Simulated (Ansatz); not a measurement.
Consider the ligand exchange at the Al–N bond: `[AlH2][NH][Si]1(Cl)CO1` + `BN` → `B[NH][AlH2]` + `N[Si]1(Cl)CO1`.

Gas-phase electronic energies from Ansatz, PBE0-D4/def2-TZVP geometries. CBS: MP2 limit from def2 TZ/QZ plus the TZ coupled-cluster correction, frozen cores. This one scheme is used for every species. One conformer a species, not always the lowest.

| species | CCSD(T)/def2-TZVPP energy (Eh) |
| --- | --- |
| `[AlH2][NH][Si]1(Cl)CO1` | -1161.72872 |
| `BN` | -81.89156 |
| `B[NH][AlH2]` | -324.50485 |
| `N[Si]1(Cl)CO1` | -919.10533 |

**Question.** Work out ΔE.

**Answer.** ΔE = (-324.50485) + (-919.10533) − (-1161.72872) − (-81.89156) = 0.01010 Eh = +0.27 eV. CCSD(T)/CBS gives +0.26 eV.

Largest T1 diagnostic among the species: 0.012.

In def2-TZVPP, CCSD(T) changes the Hartree–Fock value by +0.09 eV (the triples alone add +0.02 eV) and MP2 by +0.08 eV. The D4 term adds +0.04 eV with B3LYP and +0.02 eV with PBE0; it sums over pairs of atoms, weighted by their polarisabilities, and B3LYP, whose exchange is more repulsive, gets the larger term.

B3LYP here is the variant with VWN-RPA as its local correlation; programs differ in this.
